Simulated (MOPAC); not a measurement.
MOPAC input (PM7):

```
PM7 PRECISE GNORM=0.05 LET XYZ CHARGE=-1 GEO-OK AUX(PRECISION=9) THREADS=1
H3B2O

O    -0.07521400 1   -0.05299000 1   -0.00809000 1
B    -1.19026900 1   -0.82928500 1   -0.07769100 1
H    -1.64039300 1   -0.92466300 1    1.07404900 1
B     1.02759800 1    0.68983500 1   -0.07425800 1
H     0.94227000 1    1.87802400 1   -0.28278900 1
H     2.11318500 1    0.16781000 1    0.03320300 1
```

From the output:

```
                                                       MOPAC v23.2.5 Linux

          FINAL HEAT OF FORMATION =        -81.72910 KCAL/MOL =    -341.95454 KJ/MOL

          COSMO AREA              =         88.71 SQUARE ANGSTROMS
          COSMO VOLUME            =         69.57 CUBIC ANGSTROMS

          GRADIENT NORM           =          0.02130          =       0.00870 PER ATOM
          IONIZATION POTENTIAL    =          2.473675 EV
          HOMO LUMO ENERGIES (EV) =         -2.474  4.402
          NO. OF FILLED LEVELS    =          8
          MOLECULAR WEIGHT        =         40.6431         POINT GROUP:  C2v

          MOLECULAR DIMENSIONS (Angstroms)

            Atom       Atom       Distance
            H     6    H     3     4.52222
            H     5    H     6     1.88085
            B     2    H     5     0.00013

          SCF CALCULATIONS        =         21

   ATOM   CHEMICAL          X               Y               Z
  NUMBER   SYMBOL      (ANGSTROMS)     (ANGSTROMS)     (ANGSTROMS)

     1       O         -0.05949081  *  -0.03354827  *   0.03919611  *
     2       B         -1.12251276  *  -0.72787297  *   0.21981538  *
     3       H         -2.07009121  *  -1.34685201  *   0.38101844  *
     4       B          1.03253442  *   0.67987174  *  -0.14639289  *
     5       H          1.05465098  *   1.83063871  *  -0.38648785  *
     6       H          2.12979310  *   0.26043445  *  -0.09654519  *

                             CARTESIAN COORDINATES

   1    O       -0.059490814    -0.033548265     0.039196107
   2    B       -1.122512759    -0.727872975     0.219815380
   3    H       -2.070091210    -1.346852012     0.381018440
   4    B        1.032534418     0.679871735    -0.146392890
   5    H        1.054650976     1.830638709    -0.386487852
   6    H        2.129793105     0.260434448    -0.096545186

           Empirical Formula: H3 O B2  =     6 atoms

      MOLECULAR POINT GROUP   :   C2v

                  EIGENVALUES
 -25.49726 -13.83153 -10.22937  -9.73387  -9.45999  -7.48928  -5.72757  -2.47368
   4.40180   5.12040   7.69604   8.71327   9.83518  11.79121  12.87149

              NET ATOMIC CHARGES AND DIPOLE CONTRIBUTIONS

  ATOM NO.   TYPE          CHARGE      No. of ELECS.   s-Pop       p-Pop
    1          O          -0.213350        6.2134     1.61489     4.59846
    2          B          -0.425925        3.4259     0.60152     2.82440
    3          H          -0.050679        1.0507     1.05068
    4          B          -0.339452        3.3395     0.65923     2.68022
    5          H           0.014704        0.9853     0.98530
    6          H           0.014702        0.9853     0.98530
 DIPOLE           X         Y         Z       TOTAL
 POINT-CHG.     1.308     0.854    -0.222     1.578
 HYBRID         0.184     0.120    -0.031     0.222
 SUM            1.492     0.974    -0.253     1.800

          ATOMIC ORBITAL ELECTRON POPULATIONS

     Atom    s        px        py        pz
    1  O   1.61489   1.49112   1.60383   1.50351
    2  B   0.60152   0.66593   0.50961   1.64887
    3  H   1.05068
    4  B   0.65923   0.84932   1.02329   0.80761
    5  H   0.98530
    6  H   0.98530

 **********************
 *                    *
 * JOB ENDED NORMALLY *
 *                    *
 **********************

 == MOPAC DONE ==
```

The dipole moment of an ion depends on the origin.

The geometry given is a B3LYP-D3(BJ)/def2-TZVP minimum.
